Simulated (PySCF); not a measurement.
A geometry optimisation, step by step.

Compound: C5H7F3P2.
SMILES with atom numbers: `[CH3:1][C:2]#[C:3][P:4]([CH2:5][PH2:6])[C:7]([F:8])([F:9])[F:10]` (hydrogens: H11, H12, H13 on C1; H14, H15 on C5; H16, H17 on P6)

Method: PBE0-D3(BJ)/def2-SVP geometry optimisation, gas phase in PySCF; density fitting, grid level 1; the optimiser is geomeTRIC in internal coordinates, started from a GFN2-xTB structure with every atom displaced at random (about 0.01 Å). 6 of its 8 geometries are shown. The frame can shift and turn from step to step; on so coarse a grid that alone can change the energy by a few meV, and forces under 0.02 eV/Å are noise.

Step 0: E = -31988.7624 eV, largest atomic force 2.453 eV/Å
```
atom  x, y, z in Å  |  force x, y, z in eV/Å
C1      3.242   -0.114   -0.159   -2.068   1.268  -0.362
C2      1.833   -0.003    0.226    0.159  -0.221  -0.208
C3      0.646    0.042    0.500    1.679   0.095  -0.253
P4     -0.963    0.221    1.045   -1.760  -0.472  -0.235
C5     -1.808    0.520   -0.607   -0.153   1.084   1.018
P6     -1.584    2.303   -1.147   -0.322  -0.472  -0.630
C7     -1.331   -1.649    1.064   -0.353  -0.655   0.454
F8     -0.964   -2.276   -0.069   -0.266   0.211   0.441
F9     -2.653   -1.882    1.252    0.626   0.311  -0.352
F10    -0.699   -2.253    2.081    0.004   0.197  -0.327
H11     3.421    0.632   -0.942    0.248  -0.008  -0.172
H12     3.443   -1.089   -0.528    0.446  -1.267  -0.456
H13     3.835    0.130    0.683    1.144   0.190   1.136
H14    -1.418   -0.139   -1.358    0.376  -0.612  -0.687
H15    -2.886    0.330   -0.503   -0.058  -0.028   0.089
H16    -0.215    2.371   -0.838    0.592   0.046  -0.038
H17    -1.914    2.867    0.090   -0.293   0.332   0.581
```

Step 1: E = -31988.9800 eV, largest atomic force 0.310 eV/Å
```
atom  x, y, z in Å  |  force x, y, z in eV/Å
C1      3.286   -0.059   -0.170   -0.153  -0.012   0.123
C2      1.884   -0.027    0.200    0.093  -0.013  -0.038
C3      0.704   -0.017    0.499   -0.050   0.030   0.079
P4     -0.962    0.154    1.040   -0.114  -0.202  -0.206
C5     -1.796    0.527   -0.582    0.169   0.058   0.001
P6     -1.567    2.287   -1.163    0.017  -0.076   0.103
C7     -1.427   -1.691    1.082   -0.041   0.145   0.042
F8     -1.142   -2.372   -0.028    0.015   0.063   0.014
F9     -2.756   -1.750    1.254    0.011  -0.134   0.030
F10    -0.844   -2.319    2.100   -0.025   0.027  -0.007
H11     3.485    0.698   -0.942    0.068  -0.002  -0.077
H12     3.553   -1.052   -0.570    0.084   0.117   0.054
H13     3.920    0.174    0.704    0.029  -0.100  -0.099
H14    -1.422   -0.160   -1.362   -0.113   0.086   0.066
H15    -2.877    0.350   -0.455    0.025  -0.015   0.009
H16    -0.164    2.365   -0.902    0.019  -0.005  -0.065
H17    -1.890    2.904    0.087   -0.033   0.032  -0.031
```

Step 3: E = -31988.9973 eV, largest atomic force 0.041 eV/Å
```
atom  x, y, z in Å  |  force x, y, z in eV/Å
C1      3.274   -0.047   -0.142    0.017   0.021  -0.017
C2      1.870   -0.026    0.216   -0.014  -0.003   0.000
C3      0.687   -0.023    0.506    0.007   0.021   0.004
P4     -0.987    0.134    1.031   -0.011   0.017   0.019
C5     -1.827    0.548   -0.567    0.015   0.011   0.031
P6     -1.552    2.288   -1.168   -0.013   0.010  -0.022
C7     -1.424   -1.709    1.067   -0.034   0.015  -0.008
F8     -1.120   -2.365   -0.054    0.000  -0.038  -0.002
F9     -2.747   -1.832    1.250    0.038   0.003  -0.010
F10    -0.810   -2.320    2.077    0.006  -0.018  -0.007
H11     3.492    0.711   -0.910   -0.011  -0.004   0.013
H12     3.565   -1.028   -0.547   -0.009  -0.031  -0.012
H13     3.913    0.162    0.730    0.000   0.015   0.024
H14    -1.520   -0.145   -1.364    0.001  -0.036  -0.020
H15    -2.909    0.411   -0.407   -0.010   0.017  -0.004
H16    -0.132    2.306   -1.005   -0.002   0.001   0.002
H17    -1.790    2.946    0.079    0.018   0.000   0.010
```

Step 4: E = -31988.9989 eV, largest atomic force 0.055 eV/Å
```
atom  x, y, z in Å  |  force x, y, z in eV/Å
C1      3.267   -0.035   -0.129    0.050  -0.008  -0.021
C2      1.862   -0.019    0.223   -0.021  -0.002   0.008
C3      0.679   -0.021    0.511   -0.004   0.018  -0.008
P4     -0.997    0.128    1.032   -0.002   0.004   0.044
C5     -1.839    0.553   -0.559   -0.021  -0.014  -0.007
P6     -1.534    2.283   -1.175   -0.011   0.017  -0.022
C7     -1.425   -1.718    1.057    0.002  -0.035  -0.017
F8     -1.118   -2.368   -0.068    0.005  -0.005  -0.011
F9     -2.745   -1.855    1.242   -0.002   0.032  -0.005
F10    -0.804   -2.331    2.061    0.012  -0.005   0.010
H11     3.486    0.728   -0.893   -0.009   0.004   0.012
H12     3.562   -1.012   -0.540   -0.015  -0.015  -0.006
H13     3.903    0.170    0.746   -0.008   0.018   0.016
H14    -1.558   -0.150   -1.358    0.010  -0.024  -0.001
H15    -2.922    0.441   -0.386   -0.002   0.019  -0.007
H16    -0.111    2.265   -1.046    0.001   0.000   0.004
H17    -1.724    2.954    0.073    0.015  -0.003   0.011
```

Step 6: E = -31989.0002 eV, largest atomic force 0.034 eV/Å
```
atom  x, y, z in Å  |  force x, y, z in eV/Å
C1      3.257   -0.010   -0.106    0.004  -0.009   0.000
C2      1.849   -0.005    0.239    0.000  -0.005   0.008
C3      0.665   -0.015    0.521   -0.001   0.008  -0.013
P4     -1.013    0.116    1.040    0.000  -0.006   0.012
C5     -1.855    0.557   -0.549   -0.018  -0.009  -0.018
P6     -1.497    2.269   -1.188    0.001   0.002   0.007
C7     -1.430   -1.733    1.037    0.031  -0.013  -0.005
F8     -1.117   -2.369   -0.094    0.002   0.009   0.005
F9     -2.749   -1.874    1.216   -0.024   0.003   0.003
F10    -0.809   -2.357    2.036   -0.007   0.005  -0.004
H11     3.475    0.762   -0.860    0.002   0.003   0.001
H12     3.556   -0.984   -0.526    0.000   0.007   0.005
H13     3.885    0.190    0.776   -0.002   0.001  -0.003
H14    -1.609   -0.166   -1.343    0.009   0.004   0.009
H15    -2.940    0.489   -0.365    0.003   0.001  -0.002
H16    -0.073    2.189   -1.106    0.000   0.000  -0.004
H17    -1.611    2.952    0.064    0.001   0.000  -0.001
```

Step 7: E = -31989.0003 eV, largest atomic force under 0.02 eV/Å
```
atom  x, y, z in Å  |  force x, y, z in eV/Å
C1      3.257   -0.008   -0.100   -0.009   0.003   0.003
C2      1.848   -0.002    0.242    0.006  -0.005   0.005
C3      0.663   -0.013    0.522   -0.003   0.006  -0.007
P4     -1.015    0.116    1.039    0.000  -0.002  -0.001
C5     -1.856    0.556   -0.551   -0.002   0.002  -0.001
P6     -1.495    2.268   -1.189    0.000  -0.001   0.005
C7     -1.430   -1.734    1.034    0.009   0.000   0.002
F8     -1.113   -2.368   -0.098   -0.001   0.002   0.001
F9     -2.751   -1.875    1.208   -0.006  -0.004  -0.001
F10    -0.813   -2.359    2.034   -0.004   0.002  -0.002
H11     3.475    0.765   -0.853    0.002   0.000   0.000
H12     3.556   -0.982   -0.520    0.003   0.002   0.003
H13     3.882    0.193    0.784    0.001  -0.002  -0.001
H14    -1.608   -0.168   -1.343    0.004   0.004   0.001
H15    -2.941    0.490   -0.369    0.001  -0.004  -0.002
H16    -0.071    2.184   -1.112    0.000  -0.002  -0.003
H17    -1.603    2.950    0.063    0.000  -0.001  -0.002
```

Task: Summarise the path.

Result: The energy falls by 0.2379 eV from step 0 to step 7; nine tenths of that is first reached at step 1. It falls at every step. The largest force goes from 2.453 to under 0.02 eV/Å. Among the bonds C3–P4 changes most, from 1.708 to 1.761 Å; the atoms move by 0.172 Å rms after alignment.

Task: Follow the three bonds and two angles with the largest change from start to end.

Result: 
```
step  E above end (eV)  largest force (eV/Å)  C3–P4 (Å)  C1–H13 (Å)  C1–H12 (Å)  P4–C5–P6 (°)  H12–C1–H13 (°)
   0            0.2379                 2.453      1.708       1.058       1.061         110.5           112.5
   1            0.0203                 0.310      1.760       1.103       1.104         113.9           109.8
   2            0.0071                 0.134      1.761       1.101       1.101         114.4           108.6
   3            0.0030                 0.041      1.761       1.101       1.100         114.9           108.0
   4            0.0015                 0.055      1.761       1.101       1.101         115.1           107.9
   5            0.0004                 0.052      1.761       1.101       1.101         115.2           108.0
   6            0.0001                 0.034      1.761       1.101       1.101         115.2           108.2
   7            0.0000            under 0.02      1.761       1.101       1.101         115.1           108.2
```

The cost below is that of the whole optimisation. Time: 2.6 min wall; peak memory 0.81 GiB. Hardware: one thread of an Arm Neoverse V2, no GPU, shared host with 96 logical CPUs at a one-minute load of 60.
